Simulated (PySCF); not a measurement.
BH3N, SMILES N[BH] (connectivity only; charge and spin as stated), charge +1, multiplicity 1. Geometry: TPSSh-D3(BJ)/def2-TZVP. The multiplicity is an assumed one; other spin states were not compared. The isomer is the one that the SMILES or the coordinates give; other isomers of the formula were not compared.

Computed with TPSSh-D3(BJ)/def2-TZVP (PySCF 2.14.0).

Harmonic wavenumbers (cm⁻¹): 573, 671, 749, 928, 1456, 1607, 2885, 3440, 3505. Rotational constants (GHz): 344.6, 30.02, 27.61; symmetry number 2.

### Question
Work out the zero-point energy and the ideal-gas rigid-rotor harmonic-oscillator thermochemistry at 298.15 K and 1 atm.

### Answer
ZPE = ½ Σ hcν = ½ × 15813 cm⁻¹ = 22.61 kcal/mol. H − E(el) = 25.26 kcal/mol. Entropy in cal/(mol K): translation 35.91, rotation 16.29, vibration 1.24, total 53.44. G − E(el) = 9.33 kcal/mol. Cp = 11.27 cal/(mol K).
